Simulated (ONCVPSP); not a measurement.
Cutoff test, Cd, ONCV

```json
{
  "Element": "cadmium",
  "Generator": "ONCVPSP 4.0.1",
  "Type": "optimised norm-conserving Vanderbilt (ONCV)",
  "Functional": "PBE",
  "Relativity": "scalar-relativistic",
  "Frozen core": "[Ar] 3d10 4s2",
  "Valence charge": "18",
  "Reference configuration": "4p6 4d10 5s2",
  "Partial waves": "5s: rc 2.10 bohr, ncon 4, nbas 8, qcut 2.4 1/bohr, 2 projectors, debl 0.7 Ha; 4p: rc 1.20 bohr, ncon 4, nbas 7, qcut 12.9 1/bohr, 2 projectors, debl 3.6 Ha; 4d: rc 1.20 bohr, ncon 4, nbas 9, qcut 11 1/bohr, local",
  "Local potential": "the d channel",
  "Core correction": "polynomial model core, fcfact 0.55"
}
```

Task: For each optimised wave give the share of its norm inside rc, the residual kinetic energy above qcut (Ha) and the cutoffs (Ha) for errors of 10, 1, 0.1 and 0.01 mHa per electron.

Result:

| wave | norm inside rc | residual KE | 10 mHa | 1 mHa | 0.1 mHa | 0.01 mHa |
| --- | --- | --- | --- | --- | --- | --- |
| 5s | 0.246 | 8.6e-03 | 2.7 | 11.9 | 34.5 | 40.7 |
| s projector 2 | 0.169 | 1.8e-02 | 3.4 | 17.9 | 50.3 | 58.4 |
| 4p | 0.785 | 2.1e-07 | 38.7 | 51.2 | 61.0 | 68.8 |
| p projector 2 | 0.035 | 3.0e-08 | 17.0 | 43.5 | 56.3 | 66.0 |
| 4d | 0.520 | 5.0e-07 | 29.8 | 38.9 | 46.9 | 53.2 |

The occupied waves need 51 Ha and 61 Ha for 1 and 0.1 mHa. Note: ghosts flagged at negative energy: s at -103.7 eV; no localised positive-energy state flagged. A true bound ghost makes a file unfit for plane-wave use.
